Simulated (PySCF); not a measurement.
SMILES CO[Si](OC)(OC)[S][Al]([OH])[OH] (C₃H₁₁AlO₅SSi), GFN2-xTB optimised geometry.

```
22

Si     0.72    -0.96    -1.65
O      1.38     0.34    -2.36
C      0.73     1.56    -2.62
O      1.88    -2.08    -1.62
C      2.51    -2.63    -2.74
O      0.50    -0.65     0.00
C      1.56    -0.40     0.90
S     -1.25    -1.43    -2.16
Al    -1.43    -0.65     0.00
O     -1.74     0.97     0.00
O     -1.88    -1.78     1.10
H     -0.07     1.41    -3.35
H      1.47     2.25    -3.02
H      0.29     1.97    -1.71
H      1.79    -3.22    -3.32
H      3.31    -3.28    -2.38
H      2.92    -1.85    -3.37
H      2.23    -1.26     0.92
H      1.13    -0.25     1.89
H      2.11     0.49     0.60
H     -2.23     1.78     0.03
H     -2.10    -2.62     1.48
```

Density from PySCF 2.14.0 with PBE0/def2-SVP at that geometry.

Minimum of the electron density along straight lines between bonded atoms, close to the bond critical point (lines longer than 1.1 times the sum of covalent radii, or with two minima, are not listed):

| bond | length / Å | ρ at the minimum / e bohr⁻³ | ∇²ρ there / e bohr⁻⁵ | position (fraction from the first atom) |
|---|---|---|---|---|
| Si1–O2 | 1.625 | 0.131 | 1.08 | 0.41 |
| O2–C3 | 1.409 | 0.248 | -0.26 | 0.66 |
| Si1–O4 | 1.612 | 0.136 | 1.14 | 0.41 |
| O4–C5 | 1.401 | 0.252 | … | 0.67 |
| Si1–O6 | 1.693 | 0.111 | … | 0.41 |
| O6–C7 | 1.414 | 0.239 | -0.13 | 0.67 |
| Si1–S8 | 2.086 | 0.105 | 0.19 | 0.36 |
| O6–Al9 | 1.926 | 0.053 | 0.39 | 0.58 |
| S8–Al9 | 2.307 | 0.054 | … | 0.63 |
| Al9–O10 | 1.652 | 0.103 | 1.02 | 0.43 |
| Al9–O11 | 1.645 | 0.105 | 1.05 | 0.43 |
| C3–H12 | 1.091 | 0.283 | -1.09 | 0.64 |
| C3–H13 | 1.089 | 0.284 | -1.09 | 0.64 |
| C3–H14 | 1.092 | 0.283 | -1.09 | 0.64 |
| C5–H15 | 1.090 | 0.283 | -1.08 | 0.64 |
| C5–H16 | 1.089 | 0.284 | -1.10 | 0.64 |
| C5–H17 | 1.090 | 0.284 | -1.09 | 0.64 |
| C7–H18 | 1.091 | 0.285 | -1.12 | 0.65 |
| C7–H19 | 1.088 | 0.285 | -1.11 | 0.64 |
| C7–H20 | 1.092 | 0.283 | -1.09 | 0.64 |
| O10–H21 | 0.944 | 0.364 | -2.58 | 0.82 |
| O11–H22 | 0.943 | 0.364 | -2.58 | 0.82 |

### Question
Some entries are withheld; supply them.

### Answer

- O4–C5, ∇²ρ there / e bohr⁻⁵: -0.24
- Si1–O6, ∇²ρ there / e bohr⁻⁵: 0.83
- S8–Al9, ∇²ρ there / e bohr⁻⁵: 0.17
